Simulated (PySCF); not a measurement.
(Z)-1-bromo-2-chloroethene (C2H2BrCl), SMILES Cl/C=C\Br. Atoms are numbered in the order given.

```xyz
6

Cl     0.5566     2.1066     0.0000
C     -0.9771     1.3145     0.0000
C     -1.1640    -0.0071     0.0000
Br     0.2111    -1.2921     0.0000
H     -1.8339     1.9926     0.0000
H     -2.1717    -0.4256     0.0000
```

Coordinates come from a B3LYP-D3(BJ)/def2-SVP optimisation.

The numbers are results of B3LYP/pcSseg-1 (PySCF), not measurements.

GIAO shieldings, no solvent; atoms alike by connectivity are averaged. δ = σ(ref) − σ: ³⁵Cl against HCl (σ = 933.3 ppm); ¹³C against TMS (σ = 181.3 ppm); ¹H against TMS (σ = 31.68 ppm), references at their B3LYP-D3(BJ)/def2-TZVP geometries, non-relativistic (without spin–orbit terms, shifts of atoms bonded to Cl or Br come out too high).

```json
[
 {"atoms": "Cl1", "nucleus": "³⁵Cl", "count": "1", "δ (ppm)": "___"},
 {"atoms": "C2", "nucleus": "¹³C", "count": "1", "δ (ppm)": "___"},
 {"atoms": "C3", "nucleus": "¹³C", "count": "1", "δ (ppm)": "136.5"},
 {"atoms": "H5", "nucleus": "¹H", "count": "1", "δ (ppm)": "6.70"},
 {"atoms": "H6", "nucleus": "¹H", "count": "1", "δ (ppm)": "6.57"}
]
```

Some entries are withheld; supply them. (The exact figures need the calculation; the answer reports its results.)


- Cl1, δ (ppm): 236.0
- C2, δ (ppm): 142.6
